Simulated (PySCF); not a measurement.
This PySCF input asks for the NMR shieldings of SMILES CCc1c[pH]c(CC)c1, C8H13P; the geometry comes from PBE0-D3(BJ)/def2-SVP.

```python
import basis_set_exchange as bse
import numpy as np
from pyscf import gto, dft
from pyscf.prop import nmr

atoms = """
C    -3.016917   -0.387358   -0.773666
C    -2.519348    0.546860    0.326025
C    -1.074657    0.330028    0.669713
C    -0.613098   -0.144076    1.857502
P     1.188114   -0.094024    1.909994
C     1.252625    0.337173    0.140025
C     2.521140    0.531780   -0.628843
C     3.465162   -0.664439   -0.572782
C    -0.008183    0.593263   -0.293263
H    -2.433804   -0.269769   -1.700110
H    -4.071954   -0.188009   -1.016155
H    -2.930880   -1.439561   -0.462999
H    -3.129174    0.415373    1.233333
H    -2.659719    1.595184    0.007871
H    -1.247550   -0.391516    2.710955
H     1.507345   -1.484869    1.849905
H     2.265253    0.763318   -1.675994
H     3.047289    1.422112   -0.239380
H     3.776591   -0.879164    0.462176
H     2.982714   -1.570475   -0.970770
H     4.377855   -0.477934   -1.158304
H    -0.219863    0.981964   -1.295537
"""
names = dict.fromkeys(["C", "P", "H"], "pcSseg-1")
basis = {el: gto.basis.parse(bse.get_basis(n, elements=[el], fmt="nwchem")) for el, n in names.items()}
mol = gto.M(atom=atoms, basis=basis, charge=0, verbose=0)
mf = dft.RKS(mol, xc="PBE0")
mf.grids.level = 2
mf.grids.alignment = dft.numint.BLKSIZE   # the property module wants whole blocks of grid points
mf.conv_tol = 1e-9
mf.kernel()

calc = nmr.RKS(mf)   # GIAO
C = mf.mo_coeff
Co = C[:, mf.mo_occ > 0]
resp = mf.gen_response(singlet=True, hermi=2)
def vind(x):   # induced exchange potential for any number of trial vectors
    d = np.einsum("pi,xij,qj->xpq", C, 2 * x.reshape(-1, C.shape[1], Co.shape[1]), Co, optimize=True)
    return np.einsum("xpq,pi,qj->xij", resp(d - d.transpose(0, 2, 1)), C, Co, optimize=True).ravel()
mo1, _ = nmr.rhf.solve_mo1(calc, with_cphf=vind)
sigma = calc.kernel(mo1)
for i, s in enumerate(sigma):   # ppm
    w = np.linalg.eigvalsh((s + s.T) / 2)
    print("%2d %-2s iso %8.1f  s11 %8.1f  s22 %8.1f  s33 %8.1f" % (i, mol.atom_pure_symbol(i), w.mean(), *w))
```

Question: What are the results?

Answer: 
```
 0 C  iso    168.0  s11    157.1  s22    163.2  s33    183.6
 1 C  iso    153.9  s11    141.0  s22    149.4  s33    171.1
 2 C  iso     21.3  s11    -84.5  s22     18.2  s33    130.1
 3 C  iso     55.4  s11    -42.5  s22     63.1  s33    145.7
 4 P  iso    376.9  s11    293.0  s22    390.0  s33    447.7
 5 C  iso     20.0  s11    -71.8  s22     -6.6  s33    138.5
 6 C  iso    154.3  s11    141.8  s22    151.0  s33    170.0
 7 C  iso    166.7  s11    153.9  s22    163.8  s33    182.3
 8 C  iso     42.4  s11    -50.3  s22     53.2  s33    124.4
 9 H  iso     30.0  s11     25.1  s22     29.8  s33     35.0
10 H  iso     30.1  s11     25.9  s22     26.9  s33     37.5
11 H  iso     30.3  s11     26.5  s22     28.9  s33     35.6
12 H  iso     28.9  s11     24.0  s22     29.2  s33     33.6
13 H  iso     28.8  s11     25.2  s22     27.3  s33     33.8
14 H  iso     25.0  s11     22.4  s22     25.6  s33     27.1
15 H  iso     25.9  s11     20.9  s22     25.3  s33     31.5
16 H  iso     28.7  s11     23.4  s22     29.0  s33     33.7
17 H  iso     28.6  s11     24.5  s22     27.0  s33     34.2
18 H  iso     30.1  s11     25.3  s22     30.2  s33     34.9
19 H  iso     30.2  s11     26.8  s22     28.4  s33     35.4
20 H  iso     30.0  s11     25.4  s22     27.1  s33     37.5
21 H  iso     24.4  s11     21.6  s22     23.0  s33     28.8
```

These numbers come from an equivalent density-fitted implementation of the same equations, which agrees with the script to about 0.01 ppm for H and up to a few tenths of a ppm for heavy atoms, so last digits may differ.

Size and cost of the density-fitted run: 225 basis functions, 35 s wall time on 1 thread of an AMD EPYC 7R13, shared host; peak memory 1.1 GiB.
